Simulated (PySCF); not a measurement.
Compound: B₂BrH₆P.
Numbering: `[BH3-:1][PH2+:2][BH:3][Br:4]` (hydrogens: H5, H6, H7 on B1; H8, H9 on P2; H10 on B3)

The calculation used EOM-IP-CCSD/aug-cc-pVDZ in PySCF, restricted Hartree–Fock reference, frozen core, non-relativistic, gas phase, PBE0-D3(BJ)/def2-SVP geometry.

The vertical ionisation energies are 10.44, 11.02, 11.04, 11.41, 12.26, 13.57, 13.85, 15.24 eV.

Problem. Which Hartree–Fock orbital leads each hole, and what is its Koopmans value −ε?

Solution. 
```json
{"leading hole (HF orbital)": "HOMO", "Koopmans (eV)": "11.10", "EOM-IP-CCSD (eV)": "10.44", "change (eV)": "-0.66", "one-hole share": "0.96"}
{"leading hole (HF orbital)": "HOMO-2", "Koopmans (eV)": "11.85", "EOM-IP-CCSD (eV)": "11.02", "change (eV)": "-0.83", "one-hole share": "0.95"}
{"leading hole (HF orbital)": "HOMO-1", "Koopmans (eV)": "11.82", "EOM-IP-CCSD (eV)": "11.04", "change (eV)": "-0.78", "one-hole share": "0.95"}
{"leading hole (HF orbital)": "HOMO-3", "Koopmans (eV)": "12.11", "EOM-IP-CCSD (eV)": "11.41", "change (eV)": "-0.70", "one-hole share": "0.95"}
{"leading hole (HF orbital)": "HOMO-4", "Koopmans (eV)": "12.77", "EOM-IP-CCSD (eV)": "12.26", "change (eV)": "-0.51", "one-hole share": "0.95"}
{"leading hole (HF orbital)": "HOMO-5", "Koopmans (eV)": "14.39", "EOM-IP-CCSD (eV)": "13.57", "change (eV)": "-0.82", "one-hole share": "0.95"}
{"leading hole (HF orbital)": "HOMO-6", "Koopmans (eV)": "14.97", "EOM-IP-CCSD (eV)": "13.85", "change (eV)": "-1.12", "one-hole share": "0.94"}
{"leading hole (HF orbital)": "HOMO-7", "Koopmans (eV)": "16.30", "EOM-IP-CCSD (eV)": "15.24", "change (eV)": "-1.06", "one-hole share": "0.93"}
```

Problem. Does the order of the lines follow the orbital energies?

Solution. No: the HOMO-2 hole (11.02 eV) falls below the HOMO-1 hole (11.04 eV). The corrections run from -1.12 to -0.51 eV, with a mean of -0.81 eV over the 8 lines; no line lies above its Koopmans value.

Problem. At what kinetic energies would He II light (40.81 eV) eject these electrons?

Solution. 30.37 eV (HOMO), 29.79 eV (HOMO-2), 29.77 eV (HOMO-1), 29.40 eV (HOMO-3), 28.55 eV (HOMO-4), 27.24 eV (HOMO-5), 26.96 eV (HOMO-6), 25.57 eV (HOMO-7).

Lines less than 0.15 eV apart could change places at a higher level. One root was sought for each valence orbital with −ε under 21 eV, eight at most, so deeper holes and satellites are missing; no vibrational structure.

Shape of the structure used: `[BH3-:1][PH2+:2][BH:3][Br:4]`: B1–P2–B3–Br4 -91°.

One conformer stands for the species.
